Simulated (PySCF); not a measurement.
C₂H₆SZn.

```xyz
10

Zn     0.0617    -0.0051     0.1833
C      0.7709    -1.6629    -0.5664
C      0.5172    -1.8594    -2.0666
H      0.3323    -2.5013     0.0184
H      1.8608    -1.6840    -0.3462
H      0.9728    -1.0534    -2.6785
H     -0.5652    -1.8748    -2.3111
H      0.9424    -2.8190    -2.4348
S     -0.7192     1.8763     1.0164
H     -1.6168     1.1992     1.7897
```

Geometry optimised at PBE-D3(BJ)/def2-SVP. The isomer is the one that the SMILES or the coordinates give; other isomers of the formula were not compared. Other conformers were not sampled.

These are PySCF with PBE/pcSseg-1 values and carry that method's errors. Non-relativistic, no solvent.

Computed absolute GIAO shielding of each atom: isotropic value and principal components (ppm):
| atom | σ(iso) | σ11 | σ22 | σ33 | span |
|---|---|---|---|---|---|
| Zn1 | 1500.8 | 1003.9 | 1044.3 | 2454.3 | 1450.4 |
| C2 | 168.0 | 155.6 | 163.9 | 184.6 | 29.0 |
| C3 | 164.9 | 155.5 | 158.5 | 180.8 | 25.3 |
| H4 | 30.1 | 25.1 | 29.0 | 36.1 | 11.1 |
| H5 | 30.0 | 24.8 | 28.9 | 36.3 | 11.5 |
| H6 | 29.6 | 25.0 | 28.4 | 35.5 | 10.5 |
| H7 | 29.7 | 24.9 | 28.5 | 35.5 | 10.6 |
| H8 | 29.5 | 24.4 | 26.9 | 37.2 | 12.7 |
| S9 | 740.4 | 700.1 | 709.3 | 811.8 | 111.7 |
| H10 | 31.7 | 23.7 | 28.4 | 43.0 | 19.3 |
